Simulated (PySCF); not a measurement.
C3H4BClO. Atoms are numbered in the order given.

```xyz
10

B     -0.1325    -0.1690     0.0000
C     -0.4114    -1.6718     0.0000
C     -0.6083    -2.8717     0.0000
H     -0.7851    -3.9325     0.0000
Cl     1.5569     0.3821     0.0000
O     -1.1535     0.6932     0.0000
C     -1.0758     2.0977     0.0000
H     -1.5922     2.4802    -0.8927
H     -1.5922     2.4802     0.8927
H     -0.0344     2.4513     0.0000
```
Charge 0, spin multiplicity 1.

Coordinates come from a PBE0-D3(BJ)/def2-SVP optimisation. The structure was generated by enumeration, and PubChem lists no compound with its InChIKey, so it may never have been made. One conformer was computed; it need not be the lowest.

Level of theory: TDDFT-PBE/def2-SVPD (PySCF 2.14.0).

Vertical excitations.  State labels are in the subgroup Cs.

```tsv
state	symmetry	energy (eV)	λ (nm)	f	main pairs
S1	A"	4.87	255	0.000	HOMO→LUMO 100 %
S2	A'	5.67	219	0.111	HOMO−1→LUMO 79 %, HOMO→LUMO+1 19 %
S3	A"	5.77	215	0.000	HOMO−3→LUMO 99 %
S4	A"	5.97	208	0.000	HOMO−4→LUMO 99 %
S5	A'	6.06	204	0.081	HOMO−2→LUMO 93 %
S6	A"	6.63	187	0.000	HOMO−1→LUMO+1 99 %
S7	A'	6.79	183	0.030	HOMO→LUMO+2 95 %
S8	A"	7.00	177	0.013	HOMO−1→LUMO+2 100 %
S9	A"	7.15	174	0.003	HOMO−2→LUMO+1 100 %
S10	A'	7.21	172	0.005	HOMO−5→LUMO 52 %, HOMO−3→LUMO+1 40 %
T1	A'	4.36	285	0	HOMO−1→LUMO 94 %
T2	A"	4.54	273	0	HOMO→LUMO 96 %
T3	A'	5.30	234	0	HOMO−2→LUMO 93 %
T4	A'	5.42	229	0	HOMO→LUMO+1 85 %
```
Triplets are in the Tamm–Dancoff approximation, which puts them higher than full response would, so one can lie above its singlet here.
